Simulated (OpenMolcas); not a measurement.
An OpenMolcas run meant for Pr III (ANO-RCC-VDZP, DKH2; inactive shells 1s 2s 2p 3s 3p 3d 4s 4p 4d 5s 5p; intended active space 3 electrons in 7 orbitals (4f)). One step of its input:

```
&CASPT2
Multistate=30 1 2 3 4 5 6 7 8 9 10 11 12 13 14 15 16 17 18 19 20 21 22
23 24 25 26 27 28 29 30
Frozen=14 9
IPEA=0.25
Shift=2.0
MaxIter=60
WThr=0.0 0.3 0.05
PrWF=0.5
NoMix
```

The run finished. Its levels beside those of a sound run (SS-CASPT2, IPEA 0.25 Eh, imaginary shift 0.1 Eh (closed shells correlated: 5s 5p)), in cm⁻¹ above each run's lowest level:

```
             Level  This run  Usual run
       4f³ ⁴I°_9/2       0.0        0.0
      4f³ ⁴I°_11/2      1485       1499
      4f³ ⁴I°_13/2      3095       3115
      4f³ ⁴I°_15/2      4791       4807
       4f³ ²H°_9/2     11406      10639
       4f³ ⁴F°_3/2     11696      11313
       4f³ ⁴F°_5/2     12498      12120
       4f³ ⁴S°_3/2     13152      12747
       4f³ ⁴F°_7/2     13247      12839
      4f³ ²H°_11/2     13832      13033
       4f³ ⁴F°_9/2     14031      13582
       4f³ ²G°_7/2     16100      15426
4f³ ²G°_9/2 [70 %]     18242      17591
      4f³ ²K°_13/2     18427      17764
```

Problem. Which setting is unsound, and how much does it matter here?

Solution. The level shift is far above the usual 0.1 to 0.3 hartree and damps the second-order energy. Against the sound run the excited levels shown move by 430 cm-1 on average and by 800 cm-1 at most.

Term energies are means over components that CASPT2 splits; among the terms shown or strongly mixed into the levels shown the widest spread is 670 cm-1 (4f³ ⁴I°, the sound run). High states are left out of the spin-orbit mixing, which shifts the levels that they would mix with. Some levels mix across a computed gap that differs much from the measured one, so their mixing is not that of the real levels. Some terms miss by over 15 % even with CASPT2, which points to a basis or an active space too small for the shells correlated. Only configurations of the active space appear.

A share in square brackets marks a mixed level and gives the weight of the term that names it, the lowest over the columns. ° marks odd parity.
